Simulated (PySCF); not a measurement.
# Computed spin Hamiltonian

Species: C6H8ClO (doublet state).
Cartesian coordinates in Å at the GFN2-xTB level; atoms count from 1:
```xyz
16
C6H8ClO angstrom
O     -0.727    1.901    1.049
C     -0.337    0.843    0.240
C      1.148    0.693   -0.069
C      1.303   -0.775   -0.255
Cl     2.828   -1.484   -0.515
C      0.147   -1.568    0.249
C     -0.936   -0.525    0.422
C     -1.274    0.292   -0.798
H     -0.744    2.714    0.531
H      1.738    1.072    0.777
H      1.454    1.259   -0.957
H      0.372   -2.059    1.205
H     -0.144   -2.358   -0.453
H     -1.703   -0.697    1.160
H     -2.266    0.716   -0.849
H     -0.866   -0.014   -1.749
```

The hyperfine couplings belong to this conformer and change with its torsions.

As a line formula: `O[C@@]12C[C](Cl)C[C@@H]1C2` [radical].

Theory: PySCF 2.14.0, UKS B3LYP, pcH-1 on C Cl H O, non-relativistic, mean-field spin-orbit, GIAO. The structure is a single GFN2-xTB conformer in the gas phase; no vibrational or solvent corrections. A GFN2-xTB geometry isn't a minimum of the functional, and hyperfine couplings can be far from their values at a DFT geometry. No stability test was run, so a lower SCF solution isn't excluded.

* g1, g2, g3: 2.00162, 2.00659, 2.00818
* g_iso: 2.00546
* Form of g: rhombic: the two nearest values differ by 24 % of g3 − g1
* ⟨S²⟩: 0.7542 (exact 0.7500)
* Total energy: -768.81374 Eh

Hyperfine couplings atom by atom, in MHz; T1 to T3 are the principal values of the dipolar part:

```
atom  isotope  a_iso  of which spin–orbit     T1     T2     T3  Mulliken spin population
  O1      17O    0.0                  0.0   -0.3   -0.1    0.4                      0.00
  C2      13C    0.1                  0.0   -1.1   -0.8    1.9                      0.00
  C3      13C  -28.3                  0.0   -2.3   -0.8    3.1                     -0.07
  C4      13C  139.2                  0.5  -81.5  -80.8  162.3                      0.89
 Cl5     35Cl    6.2                 -0.1  -26.5  -16.2   42.7                      0.07
  C6      13C  -27.5                  0.0   -2.2   -0.7    2.9                     -0.07
  C7      13C    1.5                  0.0   -1.0   -0.8    1.9                      0.00
  C8      13C   -0.5                  0.0   -1.1   -0.3    1.4                      0.00
  H9       1H    0.0                  0.0   -1.0   -0.9    1.9                      0.00
 H10       1H  112.3                  0.0   -4.7   -2.7    7.4                      0.05
 H11       1H   79.0                  0.0   -5.0   -4.5    9.5                      0.03
 H12       1H  110.5                  0.0   -4.6   -2.9    7.5                      0.05
 H13       1H   79.9                  0.0   -4.9   -4.6    9.5                      0.03
 H14       1H   -2.3                  0.0   -1.7   -1.5    3.2                      0.00
 H15       1H    2.3                  0.0   -1.2   -1.1    2.3                      0.00
 H16       1H    1.4                  0.0   -4.0   -3.4    7.4                      0.00
```

Largest spin populations (Mulliken): C4 (+0.89), Cl5 (+0.07), C3 (-0.07) and C6 (-0.07). No atom but C4 exceeds +0.15. The positive populations add up to 1.14 and the negative ones to -0.14, together 2S = 1. The angles at C4 add up to 357.0°, so it is nearly planar.

Axes: g2 points within 7° of the C4–Cl5 bond.

Under fast tumbling the dipolar parts average out, and these isotropic splittings remain (the largest six): 1 × 1H (H10, I = 1/2, 2 lines) with 4.00 mT, 1 × 1H (H12, I = 1/2, 2 lines) with 3.94 mT, 1 × 1H (H13, I = 1/2, 2 lines) with 2.85 mT, 1 × 1H (H11, I = 1/2, 2 lines) with 2.81 mT, 1 × 35Cl (Cl5, I = 3/2, 4 lines) with 0.22 mT and 1 × 1H (H14, I = 1/2, 2 lines) with 0.08 mT.

Main isotope only: 35Cl (natural samples also hold 24 % 37Cl, magnetic too, which adds its own pattern).

The 13C coupling of C4 (139.2 MHz) shows only in satellite lines or after enrichment, since that isotope makes up about 1.07 % of natural carbon.

The run took 95 s (with the writing of density and orbital grids) on one thread, Arm Neoverse V1 (aarch64) (shared host), and the process peaked at 0.96 GiB of memory.
